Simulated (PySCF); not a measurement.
# Two-component Hartree-Fock for K⁺ (potassium, charge +1)

Start: [Ar]. Calculated with PySCF 2.14 in an even-tempered Gaussian basis (23 s from 0.003 bohr⁻², ratio 2.6; 17 p from 0.004 bohr⁻², ratio 2.6; 9 d from 0.0041 bohr⁻², ratio 2.8; 3 f from 1.8 bohr⁻², ratio 2.8): generalised Hartree-Fock with the X2C-1e Hamiltonian and a Gaussian nucleus; spin-orbit coupling (SO) screened by Boettger's factors.

```csv
spinor shell,electrons,"ε, screened SO (eV)",weight of nominal j (screened SO),"rms radius, screened SO (bohr)"
1s1/2,2,-3656.0,1.000,0.0937
2s1/2,2,-403.29,1.000,0.418
2p1/2,2,-321.61,1.000,0.386
2p3/2,4,-318.58,1.000,0.388
3s1/2,2,-53.792,1.000,1.37
3p1/2,2,-32.045,1.000,1.55
```

Q: Where does 3p3/2 lie, and what is the 3p spin-orbit splitting (screened SO)?

A: At -31.739 eV, 0.306 eV above 3p1/2.

| quantity | screened SO |
| --- | --- |
| E (hartree) | -601.31198 |
| M_J | 0 |
| ⟨J²⟩ | 0.000 |
| ⟨L²⟩ | 0.000 |
| ⟨S²⟩ | 0.000 |
